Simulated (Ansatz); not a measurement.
Born–Oppenheimer molecular dynamics of BClFH4N (8 atoms, charge 0, multiplicity 1). It starts at the highest image of a converged band. Of that band: The profile has 2 maxima (images 2, 5) with wells between them (image 4): this band takes more than one step, which may be the mechanism or a detour left from its start path. A vibrational analysis at the climbing image gives one clearly imaginary mode, 548i cm⁻¹: a first-order saddle point.

Method: RKS B3LYP-D4/def2-SVP in Ansatz.

| Item | Value |
| --- | --- |
| ensemble | NVE (velocity Verlet) |
| time step | 0.5 fs |
| steps asked | 200 |
| starting velocities drawn for | 300 K |
| seed | 11810 |

First frame:

```xyz
8
Properties=species:S:1:pos:R:3
B 0.138 -0.230 0.098
Cl -0.018 -0.490 1.879
N 1.460 -0.129 -0.470
H 1.632 -0.876 -1.146
H 1.557 0.746 -0.990
H -0.913 -0.284 -0.488
F 0.078 2.184 0.541
H 0.109 1.808 1.396
```

(1) How far do the bonds stretch over the last three quarters of this one trajectory? (Pairs bonded in most of those frames.)

## Answers

(1) 
| bond | mean (Å) | spread (Å) | shortest | longest |
| --- | --- | --- | --- | --- |
| B1–Cl2 | 1.813 | 0.052 | 1.70 | 1.89 |
| B1–N3 | 1.401 | 0.035 | 1.33 | 1.45 |
| B1–H6 | 1.206 | 0.034 | 1.15 | 1.26 |
| N3–H4 | 1.024 | 0.032 | 0.97 | 1.08 |
| N3–H5 | 1.024 | 0.024 | 0.97 | 1.06 |
| F7–H8 | 0.936 | 0.024 | 0.90 | 0.97 |

Mean temperature of the second half: 742 K. The conserved energy stayed within 0.38 meV per atom of its start (net change 0.091 meV per atom), so the integration is sound. The kinetic energy rose, since the run started high on the potential surface and went downhill. It ends in pieces (BClH3N + FH), so much of that is their flight and rotation, not heat. A run of 0.1 ps of so small a system gives no equilibrium averages. The orbitals stay closed-shell, which can raise the energy where a bond breaks towards radicals; this wasn't checked here.

Run time: 9.2 min on 1 thread of Arm Neoverse V1, on a shared host, peak memory 0.15 GiB.
